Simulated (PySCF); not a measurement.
Computed IR spectrum (relative IR intensity) of a molecule C2H5F2NSi. Geometry optimised at r2SCAN-D4/def2-SVP. One conformer was computed; it need not be the lowest. Calculation: PySCF with r2SCAN-D4/def2-SVP. Frequencies are harmonic and unscaled.

Lines under 2 % of the strongest are left out, and lines within 2 cm⁻¹ are merged.

ν (cm⁻¹): 288 (vw), 329 (vw), 390 (w), 485 (m), 741 (w), 817 (w), 823 (w), 846 (vw), 895 (s), 960 (s), 1001 (m), 1135 (w), 1354 (w), 1430 (w), 1441 (vw), 1760 (vs), 2331 (m), 2949 (m) (against the strongest line: vs over 80 %, s over 45 %, m over 15 %, w over 4 %, vw less)

### Question
Identify the compound among the candidates.
A) FC(F)/C=N/[SiH3]
B) C/C=N/[SiH](F)F
C) FC(F)/N=C/[SiH3]
D) N[Si@@H](F)/C=C/F

### Answer
B, C/C=N/[SiH](F)F
